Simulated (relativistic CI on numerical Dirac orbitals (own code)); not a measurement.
# Slater and spin-orbit integrals, Ti20+

Calculated at this level of theory: Dirac-Coulomb-Breit CI, separate exchange-only KLI orbitals for each configuration, QED by a radiative potential, unscaled Slater integrals (own radial code, finite nucleus).

Slater integrals F^k, G^k are unscaled and averaged over j, outside the closed core (none); ζ comes from projecting the Hamiltonian with its Breit term on Σ l·s of the shell.

- 1s 2s: G^0(1s,2s) = 102090 cm⁻¹; <r>(1s) = 0.06783, <r^2>(1s) = 0.006158, <r>(2s) = 0.2782, <r^2>(2s) = 0.09039 (bohr units).
- 1s 2p: G^1(1s,2p) = 226610, ζ(2p) = 49123 cm⁻¹; <r>(1s) = 0.06784, <r^2>(1s) = 0.00616, <r>(2p) = 0.235, <r^2>(2p) = 0.06644 (bohr units).
- 1s 3s: G^0(1s,3s) = 26855 cm⁻¹; <r>(1s) = 0.06771, <r^2>(1s) = 0.006133, <r>(3s) = 0.6308, <r^2>(3s) = 0.4524 (bohr units).

Averages of the first 10 configurations, taken without configuration mixing, which lowers the lowest level and can move excited configurations by several eV; other configurations of the list can lie among them:

```json
{"Configuration": "1s2", "Parity": "even", "States": "1", "Average energy above the lowest level (eV)": "0.0"}
{"Configuration": "1s 2s", "Parity": "even", "States": "4", "Average energy above the lowest level (eV)": "4707.1"}
{"Configuration": "1s 2p", "Parity": "odd", "States": "12", "Average energy above the lowest level (eV)": "4734.2"}
{"Configuration": "1s 3s", "Parity": "even", "States": "4", "Average energy above the lowest level (eV)": "5568.7"}
{"Configuration": "1s 3p", "Parity": "odd", "States": "12", "Average energy above the lowest level (eV)": "5576.3"}
{"Configuration": "1s 3d", "Parity": "even", "States": "20", "Average energy above the lowest level (eV)": "5580.0"}
{"Configuration": "1s 4s", "Parity": "even", "States": "4", "Average energy above the lowest level (eV)": "5867.3"}
{"Configuration": "1s 4p", "Parity": "odd", "States": "12", "Average energy above the lowest level (eV)": "5870.5"}
{"Configuration": "1s 4d", "Parity": "even", "States": "20", "Average energy above the lowest level (eV)": "5872.0"}
{"Configuration": "1s 4f", "Parity": "odd", "States": "28", "Average energy above the lowest level (eV)": "5872.3"}
```
